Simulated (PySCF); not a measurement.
C₃H₃BrF₂Si.
SMILES with atom numbers: `[F:1][SiH2:2][C@@:3]1([Br:4])[CH:5]=[C:6]1[F:7]` (hydrogens: H8, H9 on Si2; H10 on C5)

Computed by this run: PBE0-D3(BJ)/def2-SVP geometry optimisation, gas phase (PySCF); density fitting, grid level 1; the optimiser is geomeTRIC in internal coordinates, started from a GFN2-xTB structure with every atom displaced at random (about 0.01 Å).

Step 0: E = -86478.5655 eV
```
atom  x, y, z in Å  |  force x, y, z in eV/Å
F1     -1.0398    0.2139    1.9608    0.015   0.050   0.387
Si2    -1.4828    0.1175    0.4047    1.385   0.348   0.095
C3      0.1658   -0.0252   -0.4995    1.399  -0.402   0.039
Br4    -0.1055   -0.1253   -2.4875   -0.281   0.005   0.187
C5      1.4939    0.5897   -0.0654   -0.478  -0.340   0.094
C6      1.3923   -0.6924    0.0089   -0.575  -1.081   0.034
F7      1.9298   -1.8639    0.2902   -0.484   1.063  -0.291
H8     -2.2162   -1.1019    0.2544   -0.771  -0.823  -0.275
H9     -2.1318    1.3704    0.0655   -0.479   0.452  -0.277
H10     2.0446    1.4964    0.0468    0.267   0.728   0.007
```

**Question.** Estimate the geometry and energy of step 1. (The exact step hangs on the optimiser's Hessian estimate; all steps are aligned on step 0, rigid shifts and turns removed.)

**Answer.** E = -86478.7199 eV, largest force 0.234 eV/Å
```
atom  x, y, z in Å  |  force x, y, z in eV/Å
F1     -1.1511    0.2711    2.0167    0.023  -0.011   0.012
Si2    -1.4364    0.1201    0.4203   -0.018  -0.024  -0.002
C3      0.2233   -0.0487   -0.4335    0.206   0.023   0.108
Br4    -0.2579   -0.1257   -2.3853   -0.019  -0.003  -0.075
C5      1.5426    0.5779   -0.0385   -0.072   0.048  -0.019
C6      1.4352   -0.7127   -0.0048    0.017  -0.012  -0.029
F7      1.9815   -1.8665    0.1967   -0.034  -0.046   0.019
H8     -2.2404   -1.1057    0.1968   -0.040  -0.029   0.007
H9     -2.1185    1.3484   -0.0495   -0.022   0.057  -0.010
H10     2.0720    1.5209    0.0600   -0.041  -0.004  -0.012
```

The energy changes by -0.1544 eV. The first-order estimate −F·Δx gives -0.3018 eV and the mean of the old and new forces, exact on a quadratic surface, -0.1522 eV. The step makes an angle of 73° with the force vector and moves no atom by more than 0.184 Å.

The cost below is that of the whole optimisation. Hardware: one thread, Arm Neoverse V1 (aarch64), shared host with 32 logical CPUs at a one-minute load of 48. Cost: 60 s of wall time, 0.53 GiB resident at most.
